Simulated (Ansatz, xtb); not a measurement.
## F2GeH5Si2+: which of two structures lies lower

Structure I is a singlet given by its coordinates and structure II is a singlet given by its coordinates. Both are isolated ions in the gas phase, relaxed with PBE0-D3(BJ)/def2-SVP.

I (Å):

```xyz
10

F    -1.5445    2.5627    0.1394
F    -1.8919    3.6500   -2.2293
Ge    0.8885    1.9509   -1.3539
Si   -1.4700    2.2264   -1.6463
Si    0.1617    2.6039    0.8357
H    -2.5311    1.2160   -1.8221
H     1.7065    2.9910   -2.1090
H     1.3475    0.4994   -1.4399
H     0.0537    1.5982    1.9161
H     0.2727    4.0146    1.2686
```

Close contacts (Å): F1–Si4 1.82, F1–Si5 1.84, F2–Si4 1.60, Ge3–Si4 2.39, Ge3–Si5 2.40, Ge3–H7 1.52, Ge3–H8 1.52, Si4–H6 1.48, Si5–H9 1.48, Si5–H10 1.48.

II (Å):

```xyz
10

F    -1.0043    2.2624    0.4045
F     2.5851    2.2011    1.9950
Ge    0.6549    1.8172   -0.6842
Si    1.6745    3.1446    1.0599
Si   -0.5694    3.2655    1.7933
H     0.2022    2.4123   -2.0183
H     0.5961    0.2920   -0.5976
H     2.3919    4.3592    0.6115
H    -0.9584    2.4598    2.9719
H    -1.3236    4.5201    1.5739
```

Close contacts (Å): F1–Ge3 2.03, F1–Si5 1.77, F2–Si4 1.61, Ge3–Si4 2.42, Si4–Si5 2.36, Ge3–H6 1.53, Ge3–H7 1.53, Si4–H8 1.48, Si5–H9 1.48, Si5–H10 1.48.

**Question.** Which of the two would you expect CCSD(T)/def2-SVP + ΔMP2/def2-TZVPP electronic energies to favour?

**Answer.** Structure I; the calculation gives E(II) − E(I) = +0.468 eV.

Level by level:

| level | geometry | E(II) − E(I) (eV) | departure from the last row (eV) | job, with rough time for the two |
| --- | --- | --- | --- | --- |
| PBE0-D3(BJ)/def2-SVP | PBE0-D3(BJ)/def2-SVP | +0.423 | −0.045 | optimisation, 81 s |
| HF/def2-SVP | PBE0-D3(BJ)/def2-SVP | +0.301 | −0.167 | part of the CCSD(T) run |
| MP2/def2-SVP | PBE0-D3(BJ)/def2-SVP | +0.479 | +0.011 | part of the CCSD(T) run |
| CCSD(T)/def2-SVP | PBE0-D3(BJ)/def2-SVP | +0.440 | −0.029 | single point |
| CCSD(T)/def2-SVP + ΔMP2/def2-TZVPP | PBE0-D3(BJ)/def2-SVP | +0.468 |  | single point, 56 s |

The levels shown agree on the order. The largest departure from CCSD(T)/def2-SVP + ΔMP2/def2-TZVPP is that of HF/def2-SVP, 0.167 eV. Levels run at GFN2-xTB geometries aren't shown. The last row adds to CCSD(T) the change of the MP2 difference between the two basis sets, here +0.029 eV.

With harmonic frequencies from PBE0-D3(BJ)/def2-SVP (ideal gas, rigid rotor, one conformer each, 298.15 K, 1 atm): the zero-point term adds −0.007 eV; ΔH is +0.465 and ΔG +0.455 eV.

The correlated steps freeze 21 core orbitals; the filled d shell of Ge is correlated, in a basis made for valence electrons. Run with Ansatz 0.2.0; the last row on 2 threads of Arm Neoverse V2 on a shared host.
